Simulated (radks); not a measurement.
Values are calculated unless marked as measured or tabulated.
Valence configurations of neutral hafnium (all share [Xe]). Level of theory: Dirac Kohn-Sham, LDA (Slater exchange, Perdew-Wang correlation), spin-unpolarised, spherical densities, finite nucleus; open shells fill j = l - 1/2 first; Fermi nuclear charge, rms radius 5.347 fm (a radial shooting solver on a logarithmic mesh with Libxc functionals). Energies are relative to 4f14 5d2 6s2; eigenvalues in eV.

| valence | E (eV) | e(4f5/2) | e(4f7/2) | e(5d3/2) | e(6p1/2) | e(6p3/2) |
|---|---|---|---|---|---|---|
| 4f14 5d2 6s2 | 0.000 | -17.675 | -15.927 | -3.008 | - | - |
| 4f14 5d2 6s1 6p1 | 3.542 | -18.920 | -17.172 | -4.028 | -2.321 | - |
| 4f14 6s2 6p2 | 5.348 | -24.720 | -22.969 | - | -3.410 | - |
| 4f14 5d1 6s1 6p2 | 5.925 | -22.215 | -20.466 | -6.191 | -3.087 | - |
| 4f13.5 5d2 6s2 6p0.5 | 8.315 | -23.128 | -21.340 | -4.677 | -2.209 | - |
| 4f13.5 5d2 6s1.5 6p1 | 10.232 | -23.755 | -21.966 | -5.197 | -2.493 | - |
| 4f14 6s1 6p3 | 10.537 | -26.261 | -24.509 | - | -4.028 | -3.304 |
| 4f13 5d2 6s2 6p1 | 19.195 | -28.963 | -27.132 | -6.525 | -2.687 | - |
| 4f12 5d4 6s2 | 39.164 | -33.614 | -31.702 | -5.082 | - | - |
| 4f11.5 5d2 6s1.5 6p3 | 72.323 | -49.142 | -47.182 | -13.558 | -4.512 | -3.617 |

NIST lists [Xe] 4f14 5d2 6s2 as the ground configuration; this level of theory agrees among the configurations tried. The energies are those of spherical spin-averaged densities, not of single terms.
